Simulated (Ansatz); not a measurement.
The pair A = GaH2I (SMILES [GaH2][I]) (first 4 atoms), B = H2O (SMILES O); geometry from B3LYP-D3(BJ)/def2-TZVP.
(charge 0, multiplicity 1):
```xyz
7

Ga    -0.0273    -1.2065     1.5089
I     -0.1618     1.0681     0.2849
H      1.3965    -1.8371     1.4839
H     -1.4106    -1.9196     1.6619
O      0.0002    -0.2135     3.4520
H      0.1647     0.7153     3.2200
H     -0.8712    -0.2394     3.8695
```

Cores are frozen in the correlated methods. Filled d and f shells under p-block atoms count as core.

Programs: Ansatz (a quantum-chemistry and plane-wave program) with Gaussian orbitals. Values without a source in brackets are computed. In def2 rows elements past Kr take small-core potentials, without spin–orbit coupling.

Total energies (hartree), monomers frozen at their geometry in the pair:

```tsv
structure	HF/def2-SVPD	B3LYP/def2-TZVPPD	CCSD(T)/def2-SVPD
AB	-2296.8571693	-2300.4398177	-2297.2925185
A in the pair's basis	-2220.8588058	-2223.9465158	-2221.0632693
B in the pair's basis	-75.9740133	-76.4693220	-76.2042311
A	-2220.8581535	-2223.9461225	-2221.0606515
B	-75.9733329	-76.4692720	-76.2020149
```

Work out the interaction energy without and with the counterpoise correction, and the superposition error, for each level.


E(AB) − E(A) − E(B), times 627.509 kcal/mol, with the monomers in their own basis and then in the pair's basis:
- HF/def2-SVPD: -16.12 uncorrected, -15.28 corrected; the monomers gain 0.84 kcal/mol from borrowed functions
- B3LYP/def2-TZVPPD: -15.33 uncorrected, -15.05 corrected; the monomers gain 0.28 kcal/mol from borrowed functions
- CCSD(T)/def2-SVPD: -18.73 uncorrected, -15.70 corrected; the monomers gain 3.03 kcal/mol from borrowed functions
